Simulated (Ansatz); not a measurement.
`[SiH3]P` + `N=C=O` → `O=C=N[SiH3]` + PH₃  (cleavage of the Si–P bond)

Program: Ansatz. Geometries: PBE0-D4/def2-TZVP. ΔE: electronic, gas phase. CCSD(T)/CBS adds triple-zeta CCSD(T) − MP2 to the extrapolated MP2 energy (def2 sets, frozen cores). This one scheme is used for every species. DFT in def2-TZVPP. Each species was taken in one conformer, which may not be the lowest.

CCSD(T)/CBS gives -66.5 kJ/mol.

Another level gave -72.3 kJ/mol. Which?
A. MP2/def2-TZVPP
B. r2SCAN0-D4/def2-TZVPP
C. SCS-MP2/def2-TZVPP
D. LDA (SPW92)/def2-TZVPP

A. MP2/def2-TZVPP -72.3, LDA (SPW92) -52.6, SCS-MP2/def2-TZVPP -77.0, r2SCAN0-D4 -64.9 kJ/mol.

Largest T1 diagnostic among the species: 0.018.

From r2SCAN to r2SCAN0 (25 % exact exchange), in def2-TZVPP and without D4, ΔE moves by −4.3 kJ/mol. At CCSD(T), def2-SVP lies −7.0 kJ/mol from the extrapolated value and def2-TZVPP −1.5 kJ/mol. Leaving LDA and LC-ωPBE aside and taking each functional with its dispersion term where it has one, the values, not all of them listed here, spread over 30.4 kJ/mol, from BHLYP-D4 to revPBE-D4.
